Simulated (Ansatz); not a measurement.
C$_{2}$H$_{3}$O (SMILES [CH2]C=O), doublet, at a GFN2-xTB geometry; PBE/6-31G** in Ansatz (a program for electronic structure).

The Ansatz input:
Ansatz 0.2 input:
```yaml
crystal:
  periodic: [false, false, false]
  atoms:
    - {symbol: O, position_ang: [1.10060237, 0.24623812, -0.40163761]}
    - {symbol: C, position_ang: [0.04080672, 0.35782363, 0.20588499]}
    - {symbol: H, position_ang: [-0.13643991, 1.23632292, 0.85189864]}
    - {symbol: C, position_ang: [-1.01342987, -0.57729769, 0.14786655]}
    - {symbol: H, position_ang: [-1.92306138, -0.43095485, 0.70132559]}
    - {symbol: H, position_ang: [-0.90957881, -1.45842865, -0.46263256]}
basis:
  gaussian:
    orbitals: 6-31G__.json
hamiltonian:
  xc: pbe
magnetization: {spin_polarized: true, initial_magnetization: 1}
accuracy: high
```
The basis file holds 6-31G** in the JSON format of the Basis Set Exchange.

Problem. Predict the main parts of the log of this Ansatz run.

Solution. 
```
Functional definition: PBE
1314 factors; integrals over basis functions are off by at most 2.9e-9 eV
mean field evaluation 1: about -4158.7862 eV, gradient 3.1e1 eV
mean field evaluation 2: about -4138.5397 eV, gradient 7.2e1 eV
mean field evaluation 4: about -4162.9897 eV, gradient 1.9e0 eV
mean field evaluation 8: about -4163.0137 eV, gradient 2.5e-1 eV
mean field evaluation 16: about -4163.0140 eV, gradient 2.7e-5 eV
mean field evaluation 32: about -4161.8511 eV, gradient 1.4e-6 eV
mean field -4163.01395942 eV, -152.9879412165 hartree, gradient 2.9e-8 eV, S^2 0.758194; 5 other end points of the search recorded, 0 dependent functions left out
reference -4163.01396119 eV, -152.9879412814 hartree; 12, 11 occupied and 48, 49 virtual orbitals, 1314 factors
Total energy: -4163.01396119 eV, -152.9879412814 hartree
```
